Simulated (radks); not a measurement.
Br, configuration [Ar] 3d10 4s2 4p4 6s1 (not the ground configuration). All-electron calculation, Dirac Kohn-Sham, BLYP, spin-unpolarised, spherical densities, finite nucleus; open shells are shared between the two j in proportion to 2j + 1; Fermi nuclear charge, rms radius 4.1629 fm. Program: a radial shooting solver on a logarithmic mesh with Libxc functionals.

Normalised radial functions P(r) = r R(r) (large component), r in bohr:

r,4s1/2
0.004444,0.0721
0.007182,0.1033
0.01161,0.1379
0.01891,0.1617
0.03056,0.1415
0.04938,0.0359
0.08044,-0.1570
0.13,-0.2753
0.2101,-0.0570
0.3422,0.3812
0.5531,0.2725
0.8939,-0.4900
1.456,-0.8841
2.353,-0.4951
3.803,-0.0975
6.195,-0.0042
10.01,0.0000
16.18,0.0000
26.36,0.0000

4s1/2: eigenvalue -27.594 eV, 3 radial nodes at r = 0.0548, 0.224, 0.671 bohr, <r> = 1.63 bohr, 90 % of the charge inside 2.42 bohr.
